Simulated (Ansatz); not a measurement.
Question: Name a neutral molecule of C, Si and H with HOMO–LUMO gap (ωB97M-V/def2-TZVPP) between 10.95 and 11.25 eV and HOMO energy (PBE/def2-TZVPP) between -6.45 and -6.15 eV (Ansatz, PBE0-D4/def2-TZVP geometry).

Answer: `C=C=C([SiH3])[SiH3]` (10.99 eV, -6.20 eV); `[SiH3]C1=CC1` (11.05 eV, -6.21 eV); `C=C=C[SiH2][SiH3]` (11.02 eV, -6.33 eV); `C=C([SiH3])C[SiH3]` (11.12 eV, -6.30 eV); `[SiH3]/C=C/C[SiH3]` (11.09 eV, -6.27 eV); `C=C(C)[SiH2][SiH3]` (11.11 eV, -6.35 eV). Other molecules can fit too; these were computed, each in one conformer that needn't be the lowest.
